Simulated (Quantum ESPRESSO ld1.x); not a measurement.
Task: These are the eigenvalues of the occupied orbitals of an atom or ion with whole-number occupations (eV). Method: non-relativistic Kohn-Sham, LDA (Slater exchange, VWN5 correlation), spin-polarised, spherical densities, point nucleus; computed with ld1.x of Quantum ESPRESSO 7.5.

| orbital | eigenvalue |
|---|---|
| 1s up | -50875.751 |
| 1s down | -50874.674 |
| 2s up | -8758.057 |
| 2s down | -8754.994 |
| 2p up | -8382.622 |
| 2p down | -8379.884 |
| 3s up | -2488.596 |
| 3s down | -2485.996 |
| 3p up | -2320.727 |
| 3p down | -2318.084 |
| 3d up | -2007.994 |
| 3d down | -2005.012 |
| 4s up | -982.654 |
| 4s down | -974.661 |
| 4p up | -913.332 |
| 4p down | -905.356 |
| 4d up | -789.074 |
| 4d down | -781.155 |
| 5s up | -513.854 |

Which element is it, and in what charge state? The configuration may be excited. Open shells, if any, are filled with parallel spins first.

Result: Z = 66, dysprosium, charge +23: Dy23+ in [Ar] 3d10 4s2 4p5 4d7 5s1. The list shows which subshells hold electrons but not how many an open one holds; the 1s level, -1869.6 hartree, gives Z - s = 61.1 by -(Z - s)^2/2, which with screening narrows Z to a few neighbours, and the depths of the outer levels then fix element, charge and occupations together.
